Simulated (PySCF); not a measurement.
These 3 structures share the formula C2H7GeN. Method used: PySCF, PBE0-D3(BJ)/def2-SVP geometry optimisation, gas phase. One conformer each; no zero-point energy, no entropy. No frequencies were run at this level. Point groups hold within 0.08 Å.

Question: Rank from lowest to highest electronic energy at this level (kcal/mol).
A. `[H]/[N:4]=[CH:3]\[GeH2:2][CH3:1]` with C1–Ge2–C3–N4 118°
B. `[GeH3]/[CH]=N\C`
C. `[CH2:1]=[CH:2][GeH2:3][NH2:4]` with C1–C2–Ge3–N4 128°, C2–Ge3–N4–H 174° and -61°

Answer: C (0.0), A (5.2), B (13.4).

As drawn, the lowest has an N–H bond and a C=C bond outside aromatic rings, which the highest lacks; the highest has a C=N bond, which the lowest lacks.

| SMILES | E (Eh) | E rel (kcal/mol) | dipole (D) | point group | A, B, C (MHz) |
| --- | --- | --- | --- | --- | --- |
| C=[CH][GeH2][NH2] | -2211.37492 | 0.0 | 1.00 | C1 | 11265, 2829, 2484 |
| [H]/N=[CH]\[GeH2][CH3] | -2211.36670 | 5.2 | 2.18 | C1 | 10511, 2741, 2414 |
| C/N=[CH]\[GeH3] | -2211.35349 | 13.4 | 1.01 | Cs | 12234, 2366, 2058 |

Question: As an exercise, what shares would exp(−E/RT) give at 2000 K from these electronic energies alone (no entropy, no degeneracies)?

Answer: RT = 3.974 kcal/mol: C=[CH][GeH2][NH2] 76.5 %, [H]/N=[CH]\[GeH2][CH3] 20.9 %, C/N=[CH]\[GeH3] 2.6 %.
